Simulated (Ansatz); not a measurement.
The cluster Zn₂Te, relaxed as a triplet with UKS PBE-D4/def2-TZVP in Ansatz, starting from the PBE-D4/def2-TZVP geometry of the neutral singlet. Force threshold 0.02 eV/Å.

In the def2 sets Te takes a core potential; there is no spin–orbit coupling. At PBE-D4/def2-TZVP a singlet of charge 0 lies 0.12 eV below the triplet, each at its own geometry. The structure comes from a short search, and lower isomers may exist.

Start:

```
atom   x (Å)   y (Å)   z (Å)
 Zn1   0.696   2.415  -0.426
 Zn2  -0.692  -2.416   0.426
 Te3  -0.004   0.001  -0.001
```

Q: Estimate the energy that the relaxation releases and the steps that it takes.

A: 24.2 kcal/mol, in 10 steps; 38 s on 4 threads of Arm Neoverse V1 on a shared host. No frequencies were taken in this run, so the end may be a saddle point.

Q: Does the start keep its bonding and symmetry?

A: By distances, no bond broke or formed. The bond that changes most is Zn1–Te3, from 2.55 to 2.63 Å (atoms count from 1). Point group D∞h at the start, C2v at the end, both within 0.05 Å.

Q: Predict the relaxed structure.

A: 
```xyz
3

Zn    1.1025    1.5562   -0.2199
Zn    0.1153   -1.8771    0.3855
Te   -1.2177    0.3209   -0.1655
```
Bond lengths (bridged metal pairs left out): 2 × Te–Zn 2.63 Å.
